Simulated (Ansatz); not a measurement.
One change: `BC(C)[SiH2]S` becomes `BC(C)B[SiH3]`.

Ansatz, PBE0-D4/def2-TZVP geometries, multiplicity 1. Each molecule was computed in one conformer, which needn't be the lowest.

| property | `BC(C)[SiH2]S` |
| --- | --- |
| HOMO–LUMO gap (PBE/def2-TZVPP) / eV | 4.12 |
| HOMO–LUMO gap (B3LYP/def2-TZVPP) / eV | 5.82 |
| HOMO–LUMO gap (ωB97M-V/def2-TZVPP) / eV | 10.31 |
| LUMO energy (PBE0/def2-TZVPP) / eV | -1.22 |
| HOMO energy (ωB97M-V/def2-TZVPP) / eV | -9.64 |
| LUMO energy (PBE/def2-TZVPP) / eV | -2.17 |

Question: What does the change do to each property? (Best estimate.)

Answer: Computed: 
```tsv
property	`BC(C)B[SiH3]`	shift
HOMO–LUMO gap (PBE/def2-TZVPP) / eV	3.76	-0.36
HOMO–LUMO gap (B3LYP/def2-TZVPP) / eV	5.55	-0.27
HOMO–LUMO gap (ωB97M-V/def2-TZVPP) / eV	10.02	-0.29
LUMO energy (PBE0/def2-TZVPP) / eV	-2.03	-0.81
HOMO energy (ωB97M-V/def2-TZVPP) / eV	-10.13	-0.49
LUMO energy (PBE/def2-TZVPP) / eV	-3.00	-0.83
```

With PBE0 the HOMO falls by 0.49 eV and the LUMO falls by 0.81 eV, so the gap narrows by about 0.32 eV. PBE moves the HOMO by -0.46 eV and ωB97M-V by -0.49 eV.

B3LYP here is the variant with VWN-RPA as its local correlation; programs differ in this.
